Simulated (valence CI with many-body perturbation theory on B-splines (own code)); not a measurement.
# E1 transitions of Cs⁵⁺

Method: valence CI with perturbative core correlation (CI+MBPT): four valence electrons over a frozen Dirac-Fock core [Kr] 4d10, radial functions for each j: 11 s, 11 p, 9 d, 7 f, 5 g, 2 h, 1 i, with the one-electron correlation potential Σ1, the two-electron term Σ2, the three-electron term Σ3, Breit, model QED; selected CI, second order for the rest, scaled by the run's own slope (own B-spline code, finite nucleus).

Against 29 measured levels this calculation errs by 322 cm⁻¹ on average and by 678 at most. These come from a selection out of Sansonetti, J. Phys. Chem. Ref. Data 38, 761 (2009). Levels without a partner in it may be off by more, other configurations by several thousand cm⁻¹.

Lines 51 to 100 of 235 in falling wavelength, among levels below 296830 cm⁻¹, chosen from the strongest by gf and those to the six lowest levels. Wavelengths and rates use the calculated energies, so an error of 300 cm⁻¹ moves a line at 106.0 nm by 0.32 % and its rate by three times that or more. Electric multipoles are in the length gauge, E1 and E2 with the static RPA response of the core. Weak lines are less certain than strong ones. Lines between different terms over intervals too small for the method are left out, as are lines whose strength nearly cancels. Where a level lies close to another of its J and parity, the split of strength between their lines is uncertain. The highest levels of a list are the least certain.

Names give the largest LS component (configuration and term), which can be under half, so a name can repeat, a term be missing and a line seem to break the LS rules; names also repeat where a configuration has a term twice. Letters in brackets count levels of one name in rising energy.

```
λ vac (nm)  λ from measured levels              Upper              Lower   A (s⁻¹)  S (a.u.) with core polarisation  S without
     110.8                               4f5s²5p ³D_3        5s5p³ ⁵S°_2  2.42e+06                         1.14e-02   1.37e-02
     109.5                              4f5s5p² ⁵G°_6       4f5s²5p ³G_5  1.85e+07                         1.56e-01   2.18e-01
     109.0                               4f5s²5p ³D_2        5s5p³ ⁵S°_2  3.72e+05                         1.19e-03   1.43e-03
     107.7                               5s5p²5d ⁵D_1  5s²5p5d ³P°_2 [a]  1.76e+08                         3.26e-01   3.21e-01
     107.2                               5s²5p6p ³P_1  5s²5p5d ³P°_2 [a]  1.13e+09                         2.06e+00   1.99e+00
     106.6                               5s²5p6p ³D_2  5s²5p5d ³P°_2 [a]  1.17e+08                         3.49e-01   3.37e-01
     106.4                               4f5s²5p ³D_1        5s5p³ ⁵S°_2  3.30e+04                         5.89e-05   7.04e-05
     106.0                          4f5s5p² ⁵G°_4 [a]       4f5s²5p ³G_4  3.75e+07                         1.98e-01   2.62e-01
     106.0                   105.6        5s5p³ ⁵S°_2        5s²5p² ³P_1  2.15e+07                         6.33e-02   8.65e-02
     106.0                               5s²5p6p ³P_0        5s5p³ ¹P°_1  2.12e+08                         1.25e-01   1.20e-01
     105.4                              4f5s5p² ⁵F°_5       4f5s²5p ³G_5  6.21e+07                         3.95e-01   5.20e-01
     104.7                              4f5s5p² ³G°_4       4f5s²5p ³F_4  2.65e+07                         1.35e-01   1.77e-01
     104.4                               5s5p²5d ⁵F_5      5s²5p5d ³F°_4  5.12e+07                         3.17e-01   4.26e-01
     103.6                              4f5s5p² ⁵F°_5       4f5s²5p ³F_4  6.86e+07                         4.14e-01   5.55e-01
     103.6                   103.4        5s5p³ ³D°_1        5s²5p² ¹D_2  3.13e+07                         5.15e-02   6.93e-02
     102.6                              4f5s5p² ³G°_4   4f5s²5p ³G_3 [b]  8.18e+07                         3.93e-01   5.23e-01
     102.2                   102.0        5s5p³ ³D°_2        5s²5p² ¹D_2  6.00e+06                         1.58e-02   2.29e-02
     99.59                              4f5s5p² ⁵F°_4       4f5s²5p ³F_4  2.41e+07                         1.06e-01   1.42e-01
     99.19                                   5p⁴ ³P_0        5s5p³ ³S°_1  4.78e+08                         2.30e-01   3.25e-01
     99.04                               5s²5p6p ³D_1      5s²5p5d ³F°_2  1.38e+09                         1.98e+00   1.91e+00
     98.44                   98.24        5s5p³ ³P°_1        5s²5p² ¹S_0  3.09e+07                         4.37e-02   5.91e-02
     98.15                                   5p⁴ ¹D_2      5s²5p5d ³F°_2  5.45e+07                         1.27e-01   1.75e-01
     97.92                               4f5s²5p ¹D_2        5s5p³ ⁵S°_2  2.11e+04                         4.89e-05   5.59e-05
     97.55                                   5p⁴ ³P_1        5s5p³ ³S°_1  1.90e+08                         2.62e-01   3.76e-01
     97.31                   97.10        5s5p³ ³D°_3        5s²5p² ¹D_2  1.30e+08                         4.14e-01   5.75e-01
     97.25                          4f5s5p² ³G°_3 [a]       4f5s²5p ³F_2  7.49e+07                         2.38e-01   3.10e-01
     96.41                               5s5p²5d ⁵D_2      5s²5p5d ³F°_3  1.39e+08                         3.07e-01   2.83e-01
     95.77                               5s²5p6p ³D_2      5s²5p5d ³F°_3  1.70e+09                         3.69e+00   3.53e+00
     92.48                          4f5s5p² ³G°_3 [b]       4f5s²5p ³F_3  6.13e+07                         1.67e-01   2.17e-01
     91.62                              4f5s5p² ³G°_4       4f5s²5p ³G_4  6.09e+07                         2.08e-01   2.69e-01
     91.33                               5s²5p6p ³P_1      5s²5p5d ³F°_2  4.82e+08                         5.44e-01   5.25e-01
     90.94                               5s²5p6p ³D_2      5s²5p5d ³F°_2  1.28e+08                         2.37e-01   2.25e-01
     90.85                                   5p⁴ ³P_2        5s5p³ ³P°_2  2.35e+08                         4.35e-01   6.04e-01
     90.79                                   5p⁴ ³P_1        5s5p³ ¹D°_2  1.09e+08                         1.21e-01   1.71e-01
     90.35                                   5p⁴ ³P_2        5s5p³ ³P°_1  8.95e+07                         1.63e-01   2.28e-01
     88.61                              4f5s5p² ⁵F°_2       4f5s²5p ³F_2  6.63e+07                         1.14e-01   1.47e-01
     87.75                   87.61        5s5p³ ³D°_1        5s²5p² ³P_2  5.68e+07                         5.69e-02   7.56e-02
     87.70                              4f5s5p² ⁵F°_4       4f5s²5p ³G_4  5.41e+07                         1.62e-01   2.11e-01
     87.61                               5s²5p6p ³D_1        5s5p³ ¹D°_2  5.23e+08                         5.20e-01   4.97e-01
     86.92                                   5p⁴ ¹D_2        5s5p³ ¹D°_2  6.82e+08                         1.11e+00   1.56e+00
     86.77                   86.61        5s5p³ ³D°_2        5s²5p² ³P_2  4.30e+06                         6.94e-03   9.42e-03
     84.03                   83.94        5s5p³ ³P°_1        5s²5p² ¹D_2  1.05e+06                         9.23e-04   1.67e-03
     83.73                   83.62        5s5p³ ³D°_1        5s²5p² ³P_1  1.09e+07                         9.48e-03   1.41e-02
     83.60                   83.53        5s5p³ ³P°_2        5s²5p² ¹D_2  5.48e+07                         7.90e-02   1.06e-01
     83.19                   83.05        5s5p³ ³D°_3        5s²5p² ³P_2  2.92e+08                         5.80e-01   8.06e-01
     82.83                   82.70        5s5p³ ³D°_2        5s²5p² ³P_1  5.38e+08                         7.54e-01   1.04e+00
     81.26                                   5p⁴ ³P_0        5s5p³ ³P°_1  6.39e+08                         1.69e-01   2.36e-01
     81.22                               5s²5p6p ³D_2        5s5p³ ¹D°_2  1.86e+08                         2.46e-01   2.76e-01
     80.76                   81.15        5s5p³ ³S°_1        5s²5p² ¹S_0  1.09e+08                         8.50e-02   1.19e-01
     80.55                                   5p⁴ ³P_1        5s5p³ ³P°_2  3.48e+08                         2.69e-01   3.72e-01
```
